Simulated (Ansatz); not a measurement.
# Molecular dynamics of H$_{3}$ClO

The input (input.yaml):

```yaml
accuracy: low
crystal:
  lattice:
    - [6.631257, 0.0, 0.0]
    - [0.0, 6.631257, 0.0]
    - [0.0, 0.0, 6.631257]
  atoms:
    - { symbol: O, position: [0.77847954, 0.92334626, 0.14413643] }
    - { symbol: H, position: [0.84309847, 0.82016405, 0.05672513] }
    - { symbol: H, position: [0.67071522, 0.8980195, 0.25592863] }
    - { symbol: O, position: [0.34080619, 0.2634404, 0.34822261] }
    - { symbol: H, position: [0.42977338, 0.35965791, 0.2828575] }
    - { symbol: H, position: [0.31903949, 0.13897746, 0.26150218] }
    - { symbol: O, position: [0.27600955, 0.00649169, 0.06114223] }
    - { symbol: H, position: [0.28987667, -0.13522611, 0.04991356] }
    - { symbol: H, position: [0.31441099, 0.05814347, -0.07052104] }
    - { symbol: O, position: [-0.07595399, 0.76594791, 0.83186141] }
    - { symbol: H, position: [-0.125655, 0.73063527, 0.69228182] }
    - { symbol: H, position: [0.04146025, 0.68950146, 0.86764286] }
    - { symbol: Cl, position: [0.68762319, 0.21672791, 0.77025323] }
    - { symbol: H, position: [0.73802759, 0.02084212, 1.03459948] }
    - { symbol: Cl, position: [0.97121181, 0.49214913, 0.36646386] }
    - { symbol: H, position: [1.15002604, 0.3536342, 0.32699824] }
    - { symbol: Cl, position: [0.53883573, 0.86429118, 0.4977979] }
    - { symbol: H, position: [0.62102813, 1.06446654, 0.61855071] }
    - { symbol: Cl, position: [0.51698265, 0.59371236, 0.98153992] }
    - { symbol: H, position: [0.58996408, 0.44642322, 0.86947763] }
basis:
  ecutwfc: 420.0
kpoints:
  mp_grid: { grid: [1, 1, 1] }
hamiltonian:
  xc: pbe
  dispersion: d3bj
scf:
  occupations: { method: fermi_dirac, width: 0.02 }
  lower_state_search: "off"
md:
  timestep: 0.5
  n_steps: 400
  ensemble: nve
  temperature: 700.0
  initial_velocities: maxwell_boltzmann
  seed: 523825
```

Launched with:

```bash
$ ansatz run input.yaml --threads 1 --pin off --max-ram 3072MiB --backend cpu --events-out ev --progress --plain --runs-dir out
```

It goes on from the last frame of an earlier run, with new velocities.

Output, in part (step lines):

```
md step     0: t =     0.00 fs  T =   700.0 K  F+E_penalty+E_count = -6784.13011939 eV  E_kin = 1.719158 eV  conserved = -6782.41096140 eV  (8 SCF iters)
md step     1: t =     0.50 fs  T =   644.8 K  F+E_penalty+E_count = -6783.99096884 eV  E_kin = 1.583538 eV  conserved = -6782.40743063 eV  (8 SCF iters)
md step     2: t =     1.00 fs  T =   558.0 K  F+E_penalty+E_count = -6783.77096764 eV  E_kin = 1.370519 eV  conserved = -6782.40044826 eV  (8 SCF iters)
md step     3: t =     1.50 fs  T =   482.3 K  F+E_penalty+E_count = -6783.57861044 eV  E_kin = 1.184431 eV  conserved = -6782.39417935 eV  (8 SCF iters)
md step     4: t =     2.00 fs  T =   454.2 K  F+E_penalty+E_count = -6783.50870396 eV  E_kin = 1.115493 eV  conserved = -6782.39321102 eV  (8 SCF iters)
md step     5: t =     2.50 fs  T =   480.6 K  F+E_penalty+E_count = -6783.57748196 eV  E_kin = 1.180306 eV  conserved = -6782.39717551 eV  (5 SCF iters)
md step     6: t =     3.00 fs  T =   539.5 K  F+E_penalty+E_count = -6783.72679242 eV  E_kin = 1.325010 eV  conserved = -6782.40178285 eV  (5 SCF iters)
md step     7: t =     3.50 fs  T =   602.5 K  F+E_penalty+E_count = -6783.88407002 eV  E_kin = 1.479816 eV  conserved = -6782.40425446 eV  (4 SCF iters)
[... lines left out ...]
md step   400: t =   200.00 fs  T =   589.4 K  F+E_penalty+E_count = -6783.84482341 eV  E_kin = 1.447451 eV  conserved = -6782.39737198 eV  (8 SCF iters)
```

The steps, from the saved trajectory:

```csv
time (fs),T (K),potential energy less start (eV),conserved less start (meV/atom)
0.0,700,0.000,0.00
6.5,655,0.121,0.50
13.0,610,0.227,0.34
19.5,549,0.384,0.60
26.0,559,0.357,0.59
32.5,566,0.338,0.50
39.0,571,0.332,0.71
45.5,658,0.111,0.36
52.0,545,0.392,0.57
58.5,641,0.153,0.36
65.0,602,0.247,0.37
71.5,503,0.496,0.62
78.0,683,0.049,0.41
84.5,722,-0.043,0.63
91.0,680,0.060,0.50
97.5,616,0.219,0.63
104.0,682,0.051,0.33
110.5,664,0.098,0.50
117.0,569,0.331,0.54
123.5,626,0.186,0.20
130.0,598,0.262,0.56
136.5,758,-0.136,0.36
143.0,726,-0.052,0.53
149.5,519,0.459,0.72
156.0,603,0.248,0.50
162.5,524,0.445,0.62
169.0,509,0.478,0.40
175.5,567,0.335,0.42
182.0,617,0.214,0.47
188.5,564,0.346,0.53
195.0,535,0.417,0.65
```

The run went to its last step. The conserved energy stayed within 0.89 meV per atom of its start (net change 0.68 meV per atom), so the integration is sound. A run of 0.2 ps of so small a system gives no equilibrium averages. Limits of this set-up: coarse k mesh, low accuracy level.

Mean squared displacements from the first frame to the last, about the centre of mass: O 0.97 Å², H 0.98 Å², Cl 0.60 Å².

Last frame:

```xyz
20
Lattice="6.6313 0.0000 0.0000 0.0000 6.6313 0.0000 0.0000 0.0000 6.6313" Properties=species:S:1:pos:R:3
O 5.018 6.865 1.559
H 5.352 5.925 1.775
H 4.067 6.781 1.678
O 1.641 2.140 1.436
H 2.365 2.704 1.152
H 1.549 1.099 1.192
O 1.706 -0.121 0.803
H 1.769 -0.783 1.612
H 1.404 -0.395 -0.029
O 0.657 5.171 5.249
H 0.536 5.147 4.340
H 0.061 4.464 5.468
Cl 5.104 0.875 5.416
H 5.196 0.261 7.075
Cl 6.306 4.150 2.320
H 7.486 2.680 1.600
Cl 2.966 5.476 3.451
H 3.961 6.126 4.155
Cl 3.527 3.378 6.187
H 4.399 2.492 5.998
```

Run time: 7.7 min on 1 thread of Arm Neoverse V1, on a shared host, peak memory 0.34 GiB.
